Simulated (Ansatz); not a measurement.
The same path of H4Sn + HO (7 atoms, charge 0, multiplicity 2) was run twice with different band settings. Lost on the way: Sn1–H2. Made: H2–O6.

The calculation used UHF/def2-mTZVP in Ansatz 0.2.0.

Relaxed end points:

```xyz
7
Properties=species:S:1:pos:R:3
Sn -0.025 -0.039 -0.278
H -0.151 -0.231 1.420
H 1.626 0.016 -0.704
H -0.795 1.416 -0.725
H -0.784 -1.363 -1.038
O -0.188 -0.299 4.736
H -0.195 -0.300 3.779
```

```xyz
7
Properties=species:S:1:pos:R:3
Sn 0.032 0.049 -0.788
H -0.074 -0.111 3.274
H 1.657 0.055 -1.325
H -0.773 1.459 -1.332
H -0.772 -1.345 -1.375
O -0.049 -0.076 4.219
H -0.533 -0.832 4.515
```

Common settings: climbing image yes; spring 5.0 eV/Å²; optimiser quadratic models (default); start path through a guess of the saddle point; force threshold 0.03 eV/Å; iteration limit 60; end points relaxed.

| run | movable images |
| --- | --- |
| 1 | 5 |
| 2 | 2 |

(1) What does each run give, and how far can it be trusted?

Answers

(1) Run 1: converged after 16 iterations, highest image 0.660 eV above the first end. Neighbouring images differ by up to 1.6 eV, so the band resolves the path poorly. A vibrational analysis at the climbing image gives one clearly imaginary mode, 2037i cm⁻¹: a first-order saddle point.
Run 2: converged after 40 iterations, highest image 0.013 eV above the first end. The order of the stationary point at the top wasn't checked. A band with more images between the same ends climbed to 0.66 eV, so this one has probably stepped over the top. So few images can step over the top or miss a turn of the path.
